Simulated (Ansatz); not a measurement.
Gas-phase electronic energies from Ansatz, PBE0-D4/def2-TZVP geometries. CCSD(T)/CBS is the MP2 limit (def2-TZVPP, def2-QZVPP) plus CCSD(T) − MP2 in def2-TZVPP, frozen cores. Functionals use def2-TZVPP. For Ge outer-core shells are correlated without core-valence functions, which leaves a few kJ/mol of doubt a bond. Scalar relativity is left out up to krypton. One conformer a species, not always the lowest.

Reaction (redistribution): `C1C[SiH2]1` + `[NH2][GeH2][CH2][SiH3]` → `[SiH3]C[SiH]1CC1` + `[NH2][GeH3]`

```csv
level,ΔE (kJ/mol)
PBE-D4,-9.8
ωB97X-V,-8.5
r2SCAN,-9.9
SCS-MP2/def2-QZVPP,-5.4
```

**Question.** What does CCSD(T)/CBS give? (Estimate.)

**Answer.** The calculation gave: -5.2 kJ/mol. The listed levels differ from it by -4.6, -3.3, -4.7, -0.2 kJ/mol.

Largest T1 diagnostic among the species: 0.011.

In def2-TZVPP, CCSD(T) changes the Hartree–Fock value by +4.6 kJ/mol (the triples alone add +0.2 kJ/mol) and MP2 by +4.9 kJ/mol.
